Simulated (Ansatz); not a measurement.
Reactions of CH7FOSSi2, SMILES `CO[SiH2]S[SiH2]F`.

Computed with Ansatz on PBE0-D4/def2-TZVP structures; ΔE is electronic, products minus reactants. CBS: MP2 limit from def2 TZ/QZ plus the TZ coupled-cluster correction, frozen cores. This one scheme is used for every species. DFT in def2-TZVPP. Elements past krypton have def2 core potentials. For Sn outer-core shells are correlated without core-valence functions, which leaves a few kJ/mol of doubt a bond. Each species was taken in one conformer, which may not be the lowest.

```tsv
reaction	ωB97M-V (kcal/mol)	PBE-D4 (kcal/mol)	ωB97X-V (kcal/mol)	CCSD(T)/CBS(def2) (kcal/mol)
`CO[SiH2]S[SiH2]F` + `C#CNC` → `C#CN(C)[SiH2]F` + `CO[SiH2]S`	0.7	2.6	0.8	0.0
`CO[SiH2]S[SiH2]F` + H₂ → `CO[SiH2]S[SiH3]` + H–F	27.7	25.4	27.4	26.6
`CO[SiH2]S[SiH2]F` + H₂O → `O[SiH2]S[SiH2]F` + CH₃OH	-0.4	-0.8	-0.4	0.2
`CO[SiH2]S[SiH2]F` + `C[S][AlH2]` → `F[SiH2][S][AlH2]` + `CO[SiH2]SC`	-3.3	-3.1	-3.3	-3.5
`CO[SiH2]S[SiH2]F` + H₂O → `CO[SiH2]S[SiH2]O` + H–F	6.3	5.3	6.7	6.2
`CO[SiH2]S[SiH2]F` + CH₃OH → `CO[SiH2]S[SiH2]OC` + H–F	9.8	9.2	10.0	8.8
`CO[SiH2]S[SiH2]F` + `[SnH4]` → `F[SiH2]S[SiH3]` + `C[O][SnH3]`	21.6	19.0	20.5	19.1
`CO[SiH2]S[SiH2]F` + `N[Si](F)(Cl)Cl` → `F[SiH2]N[Si](F)(Cl)Cl` + `CO[SiH2]S`	0.2	2.0	0.3	-0.2
`CO[SiH2]S[SiH2]F` + HCl → `F[SiH2]S[SiH2]Cl` + CH₃OH	-0.1	-1.9	0.1	-0.2
`CO[SiH2]S[SiH2]F` + `C[O][Sn][CH3]` → `CO[SiH2]S[SiH2]OC` + `[CH3][Sn][F]`	-0.5	0.3	-0.9	0.7
```

Largest T1 diagnostic: 0.017, for `C[O][Sn][CH3]`.
